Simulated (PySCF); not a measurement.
C₂H₈GeO, singlet, geometry from GFN2-xTB; DF-PBE/def2-TZVPPD run with PySCF.

Here is a job for PySCF.
```python
from pyscf import gto, scf, dft

mol = gto.M(
    atom='''
Ge    0.510112    0.398109    0.201457
O     1.450275   -1.020309   -0.189749
C    -1.290062    0.314582   -0.644271
C    -2.163481   -0.795776   -0.073514
H     1.406551    1.477683   -0.328806
H     0.425202    0.489409    1.712939
H     1.066597   -1.871676    0.007472
H    -1.161053    0.171439   -1.718780
H    -1.787002    1.274424   -0.509295
H    -2.282925   -0.674142    1.002408
H    -3.152327   -0.783317   -0.529496
H    -1.719570   -1.773666   -0.258362
''',
    basis='def2-tzvppd',
    charge=0,
    spin=0,
    verbose=4,
    max_memory=1800,
)

mf = dft.RKS(mol)
mf.xc = 'pbe'
mf = mf.density_fit(auxbasis='def2-universal-jkfit')
mf.kernel()
```

What does PySCF print? Leave out banner, timings and long lists.


```
PySCF version 2.14.0

[INPUT] verbose = 4
[INPUT] num. atoms = 12
[INPUT] num. electrons = 60
[INPUT] charge = 0
[INPUT] spin (= nelec alpha-beta = 2S) = 0
[INPUT] symmetry False subgroup None
[INPUT] Mole.unit = angstrom
[INPUT] Symbol           X                Y                Z      unit          X                Y                Z       unit  Magmom
[INPUT]  1 Ge     0.510112000000   0.398109000000   0.201457000000 AA    0.963971972854   0.752316977724   0.380698555877 Bohr   0.0
[INPUT]  2 O      1.450275000000  -1.020309000000  -0.189749000000 AA    2.740622555304  -1.928104572429  -0.358573642410 Bohr   0.0
[INPUT]  3 C     -1.290062000000   0.314582000000  -0.644271000000 AA   -2.437863863709   0.594473823718  -1.217495740000 Bohr   0.0
[INPUT]  4 C     -2.163481000000  -0.795776000000  -0.073514000000 AA   -4.088386565700  -1.503798696502  -0.138921326321 Bohr   0.0
[INPUT]  5 H      1.406551000000   1.477683000000  -0.328806000000 AA    2.657996170233   2.792416168926  -0.621353288114 Bohr   0.0
[INPUT]  6 H      0.425202000000   0.489409000000   1.712939000000 AA    0.803515327617   0.924848972897   3.236985578086 Bohr   0.0
[INPUT]  7 H      1.066597000000  -1.871676000000   0.007472000000 AA    2.015576215283  -3.536955033921   0.014120033603 Bohr   0.0
[INPUT]  8 H     -1.161053000000   0.171439000000  -1.718780000000 AA   -2.194072186105   0.323972757069  -3.248023468380 Bohr   0.0
[INPUT]  9 H     -1.787002000000   1.274424000000  -0.509295000000 AA   -3.376944364050   2.408312326573  -0.962428066610 Bohr   0.0
[INPUT] 10 H     -2.282925000000  -0.674142000000   1.002408000000 AA   -4.314103012923  -1.273943749067   1.894276585073 Bohr   0.0
[INPUT] 11 H     -3.152327000000  -0.783317000000  -0.529496000000 AA   -5.957034685072  -1.480254598716  -1.000602424053 Bohr   0.0
[INPUT] 12 H     -1.719570000000  -1.773666000000  -0.258362000000 AA   -3.249516352018  -3.351742976453  -0.488233420995 Bohr   0.0

nuclear repulsion = 295.153306292552
number of shells = 114
number of NR pGTOs = 417
number of NR cGTOs = 304
basis = def2-tzvppd
ecp = {}

******** <class 'pyscf.df.df_jk.DFRKS'> ********
method = DFRKS
initial guess = minao
damping factor = 0
level_shift factor = 0
DIIS = <class 'pyscf.scf.diis.CDIIS'>
diis_start_cycle = 1
diis_space = 8
diis_damp = 0
SCF conv_tol = 1e-09
SCF conv_tol_grad = None
SCF max_cycles = 50
direct_scf = False
XC library pyscf.dft.libxc version 7.1.2
    S. Lehtola, C. Steigemann, M. J. T. Oliveira, and M. A. L. Marques,  SoftwareX 7, 1–5 (2018)
XC functionals = pbe
    J. P. Perdew, K. Burke, and M. Ernzerhof,  Phys. Rev. Lett. 77, 3865 (1996)
    J. P. Perdew, K. Burke, and M. Ernzerhof,  Phys. Rev. Lett. 78, 1396 (1997)
    J. P. Perdew, K. Burke, and M. Ernzerhof,  Phys. Rev. Lett. 77, 3865 (1996)
    J. P. Perdew, K. Burke, and M. Ernzerhof,  Phys. Rev. Lett. 78, 1396 (1997)
radial grids:
    Treutler-Ahlrichs [JCP 102, 346 (1995); DOI:10.1063/1.469408] (M4) radial grids

becke partition: Becke, JCP 88, 2547 (1988); DOI:10.1063/1.454033
pruning grids: <function nwchem_prune>
grids dens level: 3
symmetrized grids: False
atomic radii adjust function: <function treutler_atomic_radii_adjust>
small_rho_cutoff = 0
Set gradient conv threshold to 3.16228e-05
Initial guess from minao.
tot grids = 141424
init E= -2232.25187497735
  HOMO = -0.321314096147519  LUMO = -0.0586886030379595  gap/eV = 7.14640
cycle= 1 E= -2232.57696033912  delta_E= -0.325  |g|= 1.31  |ddm|= 3.21
  HOMO = -0.0616340983387359  LUMO = -0.00273977200691264  gap/eV = 1.60260
cycle= 2 E= -2231.39637401156  delta_E= 1.18  |g|= 2.74  |ddm|= 3.18
  HOMO = -0.242530604207952  LUMO = -0.0455650754558263  gap/eV = 5.35971
cycle= 3 E= -2232.7636437477  delta_E= -1.37  |g|= 0.547  |ddm|= 2.64
  HOMO = -0.242879185700501  LUMO = -0.0317832794263975  gap/eV = 5.74421
cycle= 4 E= -2232.81681042841  delta_E= -0.0532  |g|= 0.13  |ddm|= 0.448
  HOMO = -0.236577038259614  LUMO = -0.029025578635539  gap/eV = 5.64776
cycle= 5 E= -2232.81897146875  delta_E= -0.00216  |g|= 0.062  |ddm|= 0.153
  HOMO = -0.23895108645329  LUMO = -0.0297963368862309  gap/eV = 5.69139
cycle= 6 E= -2232.81996045765  delta_E= -0.000989  |g|= 0.0171  |ddm|= 0.069
  HOMO = -0.238468576471097  LUMO = -0.0298051776435214  gap/eV = 5.67802
cycle= 7 E= -2232.82002664227  delta_E= -6.62e-05  |g|= 0.00424  |ddm|= 0.0163
  HOMO = -0.238925641521774  LUMO = -0.0299180547417795  gap/eV = 5.68739
cycle= 8 E= -2232.82003059998  delta_E= -3.96e-06  |g|= 0.000777  |ddm|= 0.00421
  HOMO = -0.238950870012655  LUMO = -0.0299330759717299  gap/eV = 5.68766
cycle= 9 E= -2232.82003073938  delta_E= -1.39e-07  |g|= 0.000276  |ddm|= 0.000906
  HOMO = -0.238947141843189  LUMO = -0.0299290300553571  gap/eV = 5.68767
cycle= 10 E= -2232.82003075353  delta_E= -1.42e-08  |g|= 0.000105  |ddm|= 0.000268
  HOMO = -0.238954215977875  LUMO = -0.0299324002320429  gap/eV = 5.68777
cycle= 11 E= -2232.82003075577  delta_E= -2.24e-09  |g|= 1.83e-05  |ddm|= 0.000109
  HOMO = -0.238953717760863  LUMO = -0.029932210092401  gap/eV = 5.68776
cycle= 12 E= -2232.82003075586  delta_E= -9.09e-11  |g|= 3.96e-06  |ddm|= 2.66e-05
  HOMO = -0.238952826108278  LUMO = -0.0299319023666393  gap/eV = 5.68775
Extra cycle  E= -2232.82003075586  delta_E= -2.73e-12  |g|= 8e-06  |ddm|= 1.1e-05
converged SCF energy = -2232.82003075586
```
